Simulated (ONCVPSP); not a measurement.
**Ranking ONCV potentials for cobalt (Co)**

All share these settings but for the change named:

- Element: cobalt (Co)
- Generator: ONCVPSP 4.0.1
- Type: optimised norm-conserving Vanderbilt (ONCV)
- Functional: BLYP
- Relativity: fully relativistic
- Frozen core: [Ne]
- Valence charge: 17
- Reference configuration: 3s2 3p6 3d7 4s1.5 (charge +0.5)
- Partial waves: 3s+4s: rc 1.25 bohr, ncon 4, nbas 8, qcut 9.2 1/bohr, 2 projectors; 3p: rc 1.15 bohr, ncon 5, nbas 8, qcut 14 1/bohr, 2 projectors, debl 3.3 Ha; 3d: rc 1.00 bohr, ncon 4, nbas 8, qcut 17.6 1/bohr, local
- Local potential: the d channel
- Core correction: none

Open shells are filled in proportion to 2j + 1.

Test errors are all-electron minus pseudo excitation energies from the reference, over 3s2 3p6 3d7 4s2; 3s2 3p6 3d7 4s1; 3s2 3p6 3d7 4s0; 3s2 3p6 3d6 4s2. None of these files shows a bound ghost.

The base gives 3.5 meV.

Of 10 variants that were run, those that failed, showed a ghost or another fault, or gave nearly equal values are left out.

A variant can come out equal or close to the base, since the largest error may sit in a test that the change hardly touches while other tests move.

Q: Rank these variants by their largest absolute test error, smallest first.
A. scalar-relativistic
B. core correction Teter function, fcfact 4.25, rcfact 1.3
C. functional LDA (Perdew-Wang 92)

A: B (2.7 meV), A (3.0 meV), C (3.7 meV).
